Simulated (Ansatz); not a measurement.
# C4H4O5: where a starting geometry ends

The starting geometry of this gas-phase singlet was optimised with GFN2-xTB; its bonds are those of `O=CO[C@@H]1COC(=O)O1`.

```
atom    x (Å)    y (Å)    z (Å)
   C   0.4881   0.6031   1.9224
   C  -0.0033  -0.8815   0.1562
   C  -0.8834  -0.7190  -1.0987
   C  -1.2989  -2.7176  -0.1204
   O   1.6653   0.5234   1.7802
   O  -0.4435   0.0077   1.1692
   O  -1.6928  -1.8729  -1.0850
   O  -1.7790  -3.7718   0.1020
   O  -0.2395  -2.1973   0.5564
   H  -0.0265   1.2038   2.6866
   H   1.0722  -0.7337  -0.0036
   H  -0.2959  -0.6967  -2.0207
   H  -1.5146   0.1697  -1.0269
```

Problem. Predict what it relaxes into with PBE-D3(BJ)/def2-SVP.

Solution. It keeps its bonds, and is `O=CO[C@@H]1COC(=O)O1`.

The energy falls by 0.11 eV over 15 steps:

```
step  E − E(last) (eV)
   1             0.108
   3             0.011
   4             0.005
   6             0.001
   7             0.001
   9             0.000
  10             0.000
  12             0.000
  13             0.000
  15             0.000
```

Final geometry (Å):

```yaml
atoms:
  - { symbol: C, position_ang: [0.4601, 0.5390, 1.9810] }
  - { symbol: C, position_ang: [0.0232, -0.8163, 0.0737] }
  - { symbol: C, position_ang: [-0.9020, -0.7199, -1.1450] }
  - { symbol: C, position_ang: [-1.2733, -2.6946, -0.0587] }
  - { symbol: O, position_ang: [1.6463, 0.3304, 1.9452] }
  - { symbol: O, position_ang: [-0.4648, 0.0582, 1.0958] }
  - { symbol: O, position_ang: [-1.7795, -1.8338, -0.9881] }
  - { symbol: O, position_ang: [-1.7347, -3.7562, 0.2358] }
  - { symbol: O, position_ang: [-0.1212, -2.1561, 0.4895] }
  - { symbol: H, position_ang: [-0.0763, 1.1702, 2.7322] }
  - { symbol: H, position_ang: [1.0954, -0.6081, -0.1030] }
  - { symbol: H, position_ang: [-0.3394, -0.8159, -2.0973] }
  - { symbol: H, position_ang: [-1.4855, 0.2200, -1.1436] }
```

No frequencies were run, so the end isn't proven a minimum. Run with Ansatz 0.2.0, 24 s on 4 threads of Arm Neoverse V1 (shared host).
